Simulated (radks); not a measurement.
Values are calculated unless marked as measured or tabulated.
Coulomb parameter of the 5d shell of the gold ion Au2+ in the model configuration [Xe] 4f14 5d7.5 6s1.5, as a second difference U = [E(n + 0.25) + E(n - 0.25) - 2 E(n)] / (0.25)^2 with all orbitals relaxed. "Bare": the charge of the atom changes with n. "Screened": the 6s shell takes up the change at fixed total charge, which measures U(5d,5d) + U(6s,6s) - 2 U(5d,6s). Code: a radial shooting solver on a logarithmic mesh with Libxc functionals. Model: scalar-relativistic Kohn-Sham, r2SCAN, spin-unpolarised, spherical densities, finite nucleus; meta-GGA in the generalised Kohn-Sham scheme; Fermi nuclear charge, rms radius 5.4371 fm.

case                      configuration  E - E(n) (eV)
start             [Xe] 4f14 5d7.5 6s1.5          0.000
bare +0.25       [Xe] 4f14 5d7.75 6s1.5         -7.538
bare -0.25       [Xe] 4f14 5d7.25 6s1.5          8.360
screened +0.25  [Xe] 4f14 5d7.75 6s1.25         -1.709
screened -0.25  [Xe] 4f14 5d7.25 6s1.75          1.780

U(bare) = 13.146 eV, U(screened by 6s) = 1.143 eV, against the Slater integral F0(5d,5d) = 17.076 eV with frozen orbitals.
